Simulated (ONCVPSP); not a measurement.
PBEsol ONCV dataset for Ta, scalar-relativistic all-electron reference.

Ta, optimised norm-conserving Vanderbilt (ONCV), made with ONCVPSP 4.0.1 (PBEsol, scalar-relativistic). Core [Kr] 4d10 4f14, reference 5s2 5p6 5d3 6s1.5 6p0.5. Waves: 5s+6s: rc 1.90 bohr, ncon 3, nbas 7, qcut 7.9 1/bohr, 3 projectors, debl 0.25 Ha; 5p+6p: rc 1.90 bohr, ncon 4, nbas 8, qcut 5.9 1/bohr, 2 projectors; 5d: rc 1.90 bohr, ncon 4, nbas 7, qcut 4.5 1/bohr, 2 projectors, debl 2.7 Ha. Local part: polynomial inside 1.65 bohr (lpopt 5, dvloc0 0 Ha). Core correction: none.

Poles of the logarithmic derivatives, all-electron (AE) and pseudo (PS). s: poles at -2.5, 4.4 (AE) and -2.5, 4.4 (PS) Ha. p: poles at -1.0 (AE) and -1.0 (PS) Ha. d: poles at 1.1 (AE) and 1.1 (PS) Ha. Test radii: s 1.93, p 1.93, d 1.93 bohr.

* Cutoffs needed: 19 Ha and 42 Ha (the cutoffs (Ha) at which the residual kinetic energy of the hardest occupied pseudo-wave falls to 1 and 0.1 mHa per electron)
* Ghost test: no bound ghost flagged; GHOST(+) flagged for s at 305.0 eV
* Largest excitation error: -367 meV (all-electron minus pseudo) for 5s1 5p6 5d3 6s2 6p0, out of 4 test configurations
